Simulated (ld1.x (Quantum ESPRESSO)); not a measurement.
# An odd input for ld1.x (Quantum ESPRESSO) 7.5 (Be (Z = 4))

Command:

```bash
ld1.x < Be.in > Be.out
```

Input:

```
&input
   title='Be', zed=4., rel=0, dft='PBESOL', iswitch=3,
   config='[He] 2s1 2p0',
   nld=2, rlderiv=3.55, eminld=-3.0, emaxld=5.0, deld=0.02
 /
 &inputp
   pseudotype=3, lpaw=.true., tm=.true., lloc=-1,
   nlcc=.true., new_core_ps=.true., rcore=0.95,
   which_augfun='BESSEL', rmatch_augfun=1.35,
   file_pseudopw='Be.UPF', file_wfcaegen='ae.wfc', file_wfcncgen='nc.wfc', file_beta='beta', file_chi='chi', file_wfcusgen='us.wfc'
 /
4
2S  1  0   1.00   0.00  1.30  1.65  0.0
2S  1  0   0.00   1.15  1.30  1.65  0.0
2P  2  1   0.00   0.00  2.50  3.25  0.0
2P  2  1   0.00  -0.15  2.50  3.25  0.0
 &test
   configts(1)='2s1 2p0'
 /
```

Output:

```
Program LD1 v.7.5

 %%%%%%%%%%%%%%%%%%%%%%%%%%%%%%%%%%%%%%%%%%%%%%%%%%%%%%%%%%%%%%%%%%%%%%%%%%%%%%
     Error in routine ld1_readin (1):
     rcloc must be positive
 %%%%%%%%%%%%%%%%%%%%%%%%%%%%%%%%%%%%%%%%%%%%%%%%%%%%%%%%%%%%%%%%%%%%%%%%%%%%%%

     stopping ...
```

Problem. This input was made by a single change from one that runs to its end. What was changed?

Solution. The change: rcloc left out although the local part is a smoothed all-electron potential. The program refuses the input: "ld1_readin: rcloc must be positive".
